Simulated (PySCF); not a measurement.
Si(Cl)3(OH) (Cl₃HOSi), SMILES O[Si](Cl)(Cl)Cl.

The structure is a stationary point at PBE0-D3(BJ)/def2-SVP. One conformer was computed; it need not be the lowest.

All values below come from PBE/def2-TZVP run with PySCF.

```
Quantity                                                                                                       Result
---------------------------------------------------------------------------------------------  ----------------------
total energy                                                                                      -1745.42971 hartree
point group                                                                                                        Cs
highest occupied level                                                                                       -7.89 eV
lowest empty level                                                                                           -1.22 eV
orbital gap                                                                                                   6.67 eV
dipole moment                                                                                                  1.60 D
quadrupole, principal values (traceless, Buckingham form, about the centre of nuclear charge)  -4.79, -2.77, 7.56 D·Å
mean static polarisability                                                                       61.5 bohr³ (9.12 Å³)
polarisability, principal values                                                               53.9, 64.9, 65.8 bohr³
```
